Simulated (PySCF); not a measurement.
An unknown shows these calculated signals:

$^{1}$H NMR (600 MHz, computed): δ 6.82 (m, 1H), 5.74 (m, 2H), 2.36 (s, 3H).

$^{13}$C{$^{1}$H} NMR (computed): δ 195.7 (C), 162.4 (C), 126.6 (CH), 82.4 (CH2), 28.8 (CH3).

[PySCF 2.14.0 with density-fitted response routines: shieldings: GIAO PBE0/pcSseg-1; geometry: GFN2-xTB; equivalent nuclei averaged; one conformer; no relativistic terms; in vacuum]

References, each an isolated molecule treated in the same way: $^{1}$H (σref 31.72) and $^{13}$C (σref 186.93) against TMS.

Question: Which of these does the molecule contain: a Si–CH3 group, an aldehyde, a non-aromatic C=C double bond, a ketone, a Si–H bond?

Answer: 
- A Si–CH3 group: no.
- An aldehyde: no.
- A non-aromatic C=C double bond: yes.
- A ketone: yes (δC 195.7).
- A Si–H bond: no.

The data belong to `CC(=O)/C(F)=C/CF`, C5H6F2O; they needn't prove each group on their own.

Carbon signals by region: 2 in the far downfield region (above 160 ppm), 1 in the sp2 and nitrile region (100–160 ppm), 1 at 50–100 ppm, 1 below 50 ppm. Above 160 ppm: 195.7, ketone carbonyl carbon, 162.4, α carbon of a C=C–C=O unit.

Splittings by $^{19}$F in the carbon and heteronuclear signals aren't shown, as no couplings were computed. Shifts are as computed. Against solution values, carbons near 30 ppm lie about +3 ppm off and those near 130 ppm about +5 ppm. Of 1211 compounds with measured shifts, 218 miss one by over three times the rms of a fit or turn the order of signals round; such compounds aren't used in these exercises. No couplings were computed; multiplicities are counted from neighbouring protons, with m where these are inequivalent, close in shift, in a saturated or five-membered ring or joined by F or P, and br s for small geminal =CH2 splittings.
